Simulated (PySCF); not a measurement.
Cl₂Si (SMILES Cl[Si]Cl), singlet, at a GFN2-xTB geometry; PySCF with CCSD(T)/aug-cc-pVDZ.

Input for PySCF:
```python
from pyscf import gto, scf, cc

mol = gto.M(
    atom='''
Si    0.051662   -0.039928    0.921536
Cl    1.004528    1.223868   -0.384648
Cl   -1.047073   -1.190987   -0.374264
''',
    basis='aug-cc-pvdz',
    charge=0,
    spin=0,
    verbose=4,
    max_memory=1800,
)

mf = scf.RHF(mol)
mf.kernel()

mycc = cc.CCSD(mf, frozen=15)
mycc.kernel()
et = mycc.ccsd_t()
print('E(CCSD(T)) = %.10f' % (mycc.e_tot + et))
```

What the program printed (banner, timings and long lists left out):

```
PySCF version 2.14.0

[INPUT] verbose = 4
[INPUT] num. atoms = 3
[INPUT] num. electrons = 48
[INPUT] charge = 0
[INPUT] spin (= nelec alpha-beta = 2S) = 0
[INPUT] symmetry False subgroup None
[INPUT] Mole.unit = angstrom
[INPUT] Symbol           X                Y                Z      unit          X                Y                Z       unit  Magmom
[INPUT]  1 Si     0.051662000000  -0.039928000000   0.921536000000 AA    0.097627031047  -0.075452984702   1.741450653927 Bohr   0.0
[INPUT]  2 Cl     1.004528000000   1.223868000000  -0.384648000000 AA    1.898282804457   2.312775332619  -0.726879374362 Bohr   0.0
[INPUT]  3 Cl    -1.047073000000  -1.190987000000  -0.374264000000 AA   -1.978681202427  -2.250639247917  -0.707256458284 Bohr   0.0

nuclear repulsion = 171.007922252822
number of shells = 24
number of NR pGTOs = 150
number of NR cGTOs = 81
basis = aug-cc-pvdz
ecp = {}

******** <class 'pyscf.scf.hf.RHF'> ********
method = RHF
initial guess = minao
damping factor = 0
level_shift factor = 0
DIIS = <class 'pyscf.scf.diis.CDIIS'>
diis_start_cycle = 1
diis_space = 8
diis_damp = 0
SCF conv_tol = 1e-09
SCF conv_tol_grad = None
SCF max_cycles = 50
direct_scf = True
direct_scf_tol = 1e-13
Set gradient conv threshold to 3.16228e-05
Initial guess from minao.
init E= -1208.17498207447
  HOMO = -0.25227912890234  LUMO = -0.0335369248232753  gap/eV = 5.95228
cycle= 1 E= -1207.96471007357  delta_E= 0.21  |g|= 0.346  |ddm|= 1.52
  HOMO = -0.401936440779546  LUMO = -0.0374906224318208  gap/eV = 9.91708
cycle= 2 E= -1208.00210196529  delta_E= -0.0374  |g|= 0.175  |ddm|= 0.586
  HOMO = -0.374872971893345  LUMO = 0.0025542664343754  gap/eV = 10.27032
cycle= 3 E= -1208.01200460086  delta_E= -0.0099  |g|= 0.0234  |ddm|= 0.187
  HOMO = -0.372682682104059  LUMO = 0.00680375684576306  gap/eV = 10.32635
cycle= 4 E= -1208.01252484253  delta_E= -0.00052  |g|= 0.00607  |ddm|= 0.0835
  HOMO = -0.373605208036594  LUMO = 0.00602696470364106  gap/eV = 10.33032
cycle= 5 E= -1208.01256879314  delta_E= -4.4e-05  |g|= 0.00153  |ddm|= 0.0259
  HOMO = -0.373413966191559  LUMO = 0.00612709448165893  gap/eV = 10.32784
cycle= 6 E= -1208.012571744  delta_E= -2.95e-06  |g|= 0.000374  |ddm|= 0.0059
  HOMO = -0.373407928380108  LUMO = 0.00611456741818595  gap/eV = 10.32733
cycle= 7 E= -1208.01257187849  delta_E= -1.34e-07  |g|= 7.8e-05  |ddm|= 0.00119
  HOMO = -0.373389073007901  LUMO = 0.00612339248026106  gap/eV = 10.32706
cycle= 8 E= -1208.01257188259  delta_E= -4.09e-09  |g|= 1.91e-05  |ddm|= 0.000163
  HOMO = -0.373389320800753  LUMO = 0.0061214183852476  gap/eV = 10.32701
cycle= 9 E= -1208.01257188293  delta_E= -3.44e-10  |g|= 5.05e-06  |ddm|= 4.37e-05
  HOMO = -0.373389481274414  LUMO = 0.00612116506361993  gap/eV = 10.32701
Extra cycle  E= -1208.01257188295  delta_E= -1.82e-11  |g|= 2.18e-06  |ddm|= 7.92e-06
converged SCF energy = -1208.01257188295

******** <class 'pyscf.cc.ccsd.CCSD'> ********
CC2 = 0
CCSD nocc = 9, nmo = 66
frozen orbitals 15
max_cycle = 50
direct = 0
conv_tol = 1e-07
conv_tol_normt = 1e-05
diis_space = 6
diis_start_cycle = 0
diis_start_energy_diff = 1e+09
Init t2, MP2 energy = -1208.38429797439  E_corr(MP2) -0.37172609143905
Init E_corr(CCSD) = -0.371726091442148
cycle = 1  E_corr(CCSD) = -0.393231015555959  dE = -0.0215049241  norm(t1,t2) = 0.0585156
cycle = 2  E_corr(CCSD) = -0.401180280670726  dE = -0.00794926511  norm(t1,t2) = 0.0204263
cycle = 3  E_corr(CCSD) = -0.403121595713434  dE = -0.00194131504  norm(t1,t2) = 0.0106338
cycle = 4  E_corr(CCSD) = -0.404456878902169  dE = -0.00133528319  norm(t1,t2) = 0.00419188
cycle = 5  E_corr(CCSD) = -0.404259352530824  dE = 0.000197526371  norm(t1,t2) = 0.00113617
cycle = 6  E_corr(CCSD) = -0.404246536633444  dE = 1.28158974e-05  norm(t1,t2) = 0.000285001
cycle = 7  E_corr(CCSD) = -0.404257932605986  dE = -1.13959725e-05  norm(t1,t2) = 0.000102941
cycle = 8  E_corr(CCSD) = -0.404258878066356  dE = -9.4546037e-07  norm(t1,t2) = 2.56561e-05
cycle = 9  E_corr(CCSD) = -0.404258230651643  dE = 6.47414714e-07  norm(t1,t2) = 9.87777e-06
cycle = 10  E_corr(CCSD) = -0.404258300873866  dE = -7.02222235e-08  norm(t1,t2) = 3.88065e-06
CCSD converged
E(CCSD) = -1208.416830183825  E_corr = -0.404258300873866
CCSD(T) correction = -0.0134959898929262
E(CCSD(T)) = -1208.4303261737
```
